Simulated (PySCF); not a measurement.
Species: C2H5F3NSi (doublet state).
Atom-mapped SMILES: `[CH3:1][Si:2]([NH2:3])[C:4]([F:5])([F:6])[F:7]` (hydrogens: H8, H9, H10 on C1; H11, H12 on N3)

Structure used (GFN2-xTB), in Å, numbered top down from 1:
```
atom  x, y, z in Å
C1     0.3670    1.7272   -0.2006
Si2    0.1483   -0.0739   -0.7563
N3     1.4026   -1.0756   -0.1314
C4    -1.3871   -0.8200    0.2100
F5    -1.4728   -2.1615    0.0742
F6    -1.3336   -0.5865    1.5407
F7    -2.5707   -0.3245   -0.2027
H8    -0.5086    2.3240   -0.4378
H9     0.5233    1.7657    0.8762
H10    1.2238    2.1849   -0.6836
H11    1.2409   -2.0554    0.0443
H12    2.3681   -0.9051   -0.3591
```

The hyperfine couplings belong to this conformer and change with its torsions.

Theory: PySCF, UKS B3LYP, pcH-1 on C F H N Si, non-relativistic, mean-field spin-orbit, GIAO. The structure is a single GFN2-xTB conformer in the gas phase; no vibrational or solvent corrections. The geometry wasn't refined by DFT: couplings that depend on bond lengths, twists or pyramidal angles can differ widely from those at the functional's own minimum, by a factor of two or more for some ions and for spin on atoms past the first row. Stability of the SCF solution: not tested.

What is the g tensor, term by term?

```csv
Δg (ppm),1,2,3
relativistic mass correction,-174,-174,-174
gauge correction,95,22,96
orbital Zeeman/spin–orbit,-584,-14,1162
total,-664,-166,1084
```

So g = 2.00166, 2.00215, 2.00340 and g_iso = 2.00240; the tensor is rhombic: the two nearest values differ by 29 % of g3 − g1. 

What are the electron Larmor frequencies g μB B/h along the three axes at 350 mT?

9.8055, 9.8079, 9.8140 GHz for g1, g2 and g3, a range of 8.6 MHz.

How much does each term add to the isotropic shift?

The orbital-Zeeman/spin–orbit term 188, the mass correction -174 and the gauge correction 71 ppm, for a total of 85 ppm. The mass correction is the same along every axis, so the anisotropy comes from the other two: their spans along these axes are 74 (gauge) and 1746 ppm (orbital Zeeman/spin–orbit).

What effective moment and Curie constant follow for a powder?

With the mean of g² = 4.0096 and S(S+1) = 0.75: μ_eff = √(⟨g²⟩S(S+1)) = 1.734 μB and χT = 0.12505·⟨g²⟩·S(S+1) = 0.376 cm³ K/mol (cgs; spin-Hamiltonian part alone).

In a frozen sample, at which fields do the three g values resonate at 9.5, 34, 94 and 263 GHz (hyperfine left aside), and which band first spreads them over more than twice a line width of 1.0 mT?

```tsv
band	GHz	B(g3) mT	B(g2) mT	B(g1) mT	spread mT
X	9.5	338.80	339.01	339.10	0.30
Q	34.0	1212.55	1213.30	1213.61	1.06
W	94.0	3352.34	3354.43	3355.27	2.93
J	263.0	9379.42	9385.27	9387.61	8.19
```

The spread grows in proportion to the frequency. W band is the first where it exceeds 2.0 mT.

The largest Mulliken spin populations are on Si2 (+0.75) and N3 (+0.15). The angles at Si2 add up to 318.9°, so it is pyramidal.

The HOMO–LUMO gaps are 5.81 eV among the α and 5.43 eV among the β orbitals.
